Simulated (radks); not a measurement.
The numbers below are computed, except where a source is named.
Problem. Numerical settings for neutral krypton, [Kr]. Code: a radial shooting solver on a logarithmic mesh with Libxc functionals. Model: scalar-relativistic Kohn-Sham, r2SCAN, spin-polarised, spherical densities, finite nucleus; meta-GGA in the generalised Kohn-Sham scheme; Fermi nuclear charge, rms radius 4.1884 fm. The defaults (mesh step 0.008 in ln r, mesh end at 40 bohr or more with all orbitals vanishing there, Anderson mixing 0.5 over 9 steps, residual threshold near 1e-9 with the energy settled to 1e-9 hartree or 1e-11 of itself, here a cap of 82 iterations) give E = -2790.728 hartree and 4p at -9.651 eV in 13 iterations. Run on one thread of a shared host, so times are rough (Arm Neoverse V1): 0.17 s of CPU time, 0.17 s wall, 13 iterations on 2381 mesh points. One setting is changed at a time: mesh step in ln r 0.02; mesh step in ln r 0.12; mesh step in ln r 0.08; mesh end (bohr) 12; mesh end (bohr) 20; residual threshold 0.1; residual threshold 1e-05; mixing 0.05; linear mixing, mixing 0.2; linear mixing, mixing 0.05; mixing history 2; iteration cap 3. Which runs fail to converge, and which converge to a wrong energy?

Solution. Not converged within the cap: mesh step in ln r 0.12; linear mixing, mixing 0.05; iteration cap 3. Settings that end as converged yet miss the energy by more than 1 mhartree: mesh step in ln r 0.08 (-0.0127 hartree).
